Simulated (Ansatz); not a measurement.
Isolated molecules relaxed with PBE0-D4/def2-TZVP in Ansatz; ΔE leaves out vibrations. CCSD(T)/CBS is the MP2 limit (def2-TZVPP, def2-QZVPP) plus CCSD(T) − MP2 in def2-TZVPP, frozen cores. Functionals use def2-TZVPP. def2 core potentials past Kr. For Te outer-core shells are correlated without core-valence functions, which leaves a few kJ/mol of doubt a bond. One conformer a species, not always the lowest.

Reaction (redistribution): `F[SiH2][Si](Cl)(Cl)Cl` + `C=CC[TeH]` → `C=C[Si](Cl)(Cl)Cl` + `F[SiH2]C[TeH]`

`F[SiH2][Si](Cl)(Cl)Cl`:

```xyz
8

F     1.849   -1.398    0.179
Si    0.746   -0.680   -0.728
Si   -0.662    0.601    0.632
Cl   -1.632   -0.554    2.004
Cl   -2.048    1.486   -0.582
Cl    0.371    2.056    1.619
H     1.428    0.207   -1.701
H    -0.053   -1.717   -1.424
```

`C=CC[TeH]`:

Cartesian coordinates in Å:
```
C -0.810 1.518 0.326
C -0.135 0.579 -0.327
C -0.173 -0.861 0.004
Te 1.719 -1.602 0.766
H -1.449 1.274 1.169
H -0.743 2.561 0.043
H 0.501 0.863 -1.163
H -0.392 -1.490 -0.859
H -0.896 -1.084 0.790
H 2.379 -1.759 -0.747
```

`C=C[Si](Cl)(Cl)Cl`:

Cartesian coordinates in Å:
```
C 1.070 -0.480 1.095
C -0.153 -0.093 0.750
Si -0.643 0.343 -0.965
Cl 0.931 0.150 -2.242
Cl -1.317 2.264 -1.042
Cl -2.153 -0.869 -1.599
H 1.320 -0.729 2.122
H 1.870 -0.564 0.367
H -0.927 -0.022 1.513
```

`F[SiH2]C[TeH]`:

Cartesian coordinates in Å:
```
F -1.195 0.701 -1.376
Si 0.268 0.773 -0.728
C 0.260 -0.110 0.904
Te -0.387 -2.153 0.710
H 1.223 0.130 -1.661
H 0.585 2.214 -0.554
H -0.347 0.388 1.660
H 1.285 -0.178 1.279
H -1.693 -1.765 -0.234
```

CCSD(T)/CBS gives -63.5 kJ/mol.

Problem. Another level gave -56.6 kJ/mol. Which?
A. CCSD/def2-TZVPP
B. MP2/def2-TZVPP
C. r2SCAN-D4/def2-TZVPP
D. PBE0/def2-TZVPP

Solution. C. r2SCAN-D4 -56.6, MP2/def2-TZVPP -69.0, PBE0 -49.0, CCSD/def2-TZVPP -63.5 kJ/mol.

Largest T1 diagnostic among the species: 0.011.

From PBE to PBE0 (25 % exact exchange), in def2-TZVPP and without D4, ΔE moves by −7.9 kJ/mol.

CCSD(T)/CBS has its own doubt, a few kJ/mol and more with outer-core shells, so smaller differences from it don't rank the levels.
